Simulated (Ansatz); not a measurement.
System: PH₄, net charge 0, doublet state. 
Coordinates optimised at B3LYP-D3(BJ)/def2-TZVP (Ansatz, a first-principles code):
```
P
H 1 1.4076
H 1 1.4076 2 99.86
H 1 1.5230 2 92.92 3 93.47
H 1 1.5230 2 92.92 4 173.06
```
Charge 0, spin multiplicity 2.

Basis-set convergence of Hartree-Fock and CCSD correlation energies (hartree) with Ansatz. Cores are frozen in the correlated levels unless marked. Open shells are spin-unrestricted. Spin-orbit coupling is left out. No relativistic terms.

```tsv
basis	functions	E(HF)	E(corr, CCSD)
def2-SVPD	56	-342.86070	-0.18344
def2-TZVPPD	116	-342.98167	-0.21413
def2-QZVPPD	208	-342.99205	-0.22391
```

Extrapolating the two largest sets (X = 3 and 4) as X^-3: E(corr) = (64·(-0.22391) - 27·(-0.21413))/37 = -0.2310 Eh, an estimate of the basis-set limit. The largest set recovers 96.9 % of it, the smallest 79.4 %.
